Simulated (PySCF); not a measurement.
These 2 structures share the formula C8H8OS. Theory: PBE0-D3(BJ)/def2-SVP geometry optimisation, gas phase in PySCF. One conformer each; no zero-point energy, no entropy. No frequencies were run at this level. Point groups hold within 0.08 Å.

Question: Rank from lowest to highest electronic energy at this level (kJ/mol).
A. `[CH3:1][C:2](=[S:3])[c:4]1[cH:5][cH:6][c:7]([OH:8])[cH:9][cH:10]1` with C1–C2–C4–C5 0°, C6–C7–O8–H 180°
B. `[CH3:1][S:2][c:3]1[cH:4][cH:5][c:6]([CH:7]=[O:8])[cH:9][cH:10]1` with C1–S2–C3–C4 2°, C5–C6–C7–O8 0° (4-(methylthio)benzaldehyde)

Answer: A (0.0), B (2.0).

As drawn, the lower has an O–H bond and a C=S bond, which the higher lacks; the higher has a C=O bond, which the lower lacks. Neighbours under 10 kJ/mol apart (CC(=S)c1ccc(O)cc1 and CSc1ccc(C=O)cc1) can change places with a better method, another conformer or zero-point energy.

```tsv
SMILES	E (Eh)	E rel (kJ/mol)	dipole (D)	point group	A, B, C (MHz)
CC(=S)c1ccc(O)cc1	-782.10724	0.0	3.15	Cs	2949, 634.2, 523.7
CSc1ccc(C=O)cc1	-782.10649	2.0	3.39	–	3579, 564.8, 489.4
```

Q: As an exercise, what shares would exp(−E/RT) give at 500 K from these electronic energies alone (no entropy, no degeneracies)?

A: RT = 4.157 kJ/mol: CC(=S)c1ccc(O)cc1 61.6 %, CSc1ccc(C=O)cc1 38.4 %.
